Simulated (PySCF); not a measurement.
Pt⁺ (platinum, charge +1) across methods

[Xe] 4f14 5d8 6p1, one real determinant (an excited configuration). Calculation: PySCF 2.14, in aug-cc-pVDZ-PP with ECP60MDF; scalar relativity through the core potential.

| method | E (hartree) | mean ε 5d α (eV) | mean ε 5d β (eV) | mean ε 6p α (eV) | Σ⟨r²⟩ (bohr²) | ⟨S²⟩ |
| --- | --- | --- | --- | --- | --- | --- |
| UHF | -117.99418 | -24.969 | -23.125 | -10.452 | 48.92 | 3.753 |
| HSE06 | -118.7579 | -20.081 | -18.668 | -8.887 | 47.91 | 3.751 |
| TPSSh | -118.7324 | -19.385 | -18.074 | -8.852 | 47.80 | 3.751 |
| PBE0 | -118.7593 | -20.502 | -19.077 | -9.256 | 47.86 | 3.751 |
| r2SCANh | -118.7900 | -19.760 | -18.293 | -9.045 | 47.56 | 3.751 |
| M06-L | -118.8282 | -18.834 | -17.397 | -8.238 | 47.35 | 3.751 |
| PBE | -118.7917 | -18.738 | -17.417 | -8.683 | 47.87 | 3.750 |
| r2SCAN | -118.8092 | -19.087 | -17.647 | -8.823 | 47.52 | 3.751 |
| LDA | -118.5410 | -18.887 | -17.522 | -8.803 | 47.84 | 3.750 |

⟨L²⟩ = 14.05 against 20 for a pure G term, so this real determinant mixes terms. Energies and moments cover only the electrons outside the core potential. Spin-orbit coupling, absent here, splits the open shell strongly.
